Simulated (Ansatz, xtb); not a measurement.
# C2H4AlF: where a starting geometry ends

The starting geometry of this gas-phase singlet was built from a drawn formula by distance geometry and a force field; its bonds are those of `[CH][CH2][AlH][F]`.

```json
{"atom": "C", "x (Å)": "-0.0451", "y (Å)": "1.6676", "z (Å)": "0.8016"}
{"atom": "C", "x (Å)": "0.5875", "y (Å)": "0.7002", "z (Å)": "-0.1420"}
{"atom": "Al", "x (Å)": "-0.4966", "y (Å)": "-0.9931", "z (Å)": "-0.2960"}
{"atom": "F", "x (Å)": "-2.1920", "y (Å)": "-0.8570", "z (Å)": "-0.9163"}
{"atom": "H", "x (Å)": "-0.0595", "y (Å)": "1.1990", "z (Å)": "1.8264"}
{"atom": "H", "x (Å)": "0.6711", "y (Å)": "1.1605", "z (Å)": "-1.1458"}
{"atom": "H", "x (Å)": "1.6311", "y (Å)": "0.4138", "z (Å)": "0.1988"}
{"atom": "H", "x (Å)": "0.1392", "y (Å)": "-2.3787", "z (Å)": "0.0954"}
```

Question: Predict what it relaxes into with r2SCAN-D4/def2-SVP.

Answer: It rearranges to `C=[CH][AlH][F]`. Contacts that open: C2–Al3 (2.02 → 2.86 Å). Contacts that close: C1–Al3 (2.91 → 1.93 Å).

The energy falls by 3.57 eV over 20 steps:

| step | E − E(last) (eV) |
| --- | --- |
| 1 | 3.572 |
| 3 | 2.925 |
| 5 | 2.182 |
| 7 | 1.186 |
| 9 | 0.650 |
| 12 | 0.193 |
| 14 | 0.069 |
| 16 | 0.018 |
| 18 | 0.003 |
| 20 | 0.000 |

Final geometry (Å):

```xyz
8

C     0.3661    0.3198    0.6518
C     0.8231    1.2158   -0.2462
Al   -0.8849   -1.0512    0.1074
F    -1.3326   -1.0154   -1.5019
H     0.7413    0.4175    1.6820
H     0.5046    1.1961   -1.2972
H     1.5343    2.0117    0.0156
H    -1.5162   -2.1820    1.0106
```

From the same start GFN2-xTB reaches the same bonding as this run.

The end wasn't checked by frequencies. Run with Ansatz 0.2.0, 27 s on 2 threads of Intel(R) Xeon(R) Platinum 8259CL CPU @ 2.50GHz (Skylake/Cascade Lake), on a shared host.
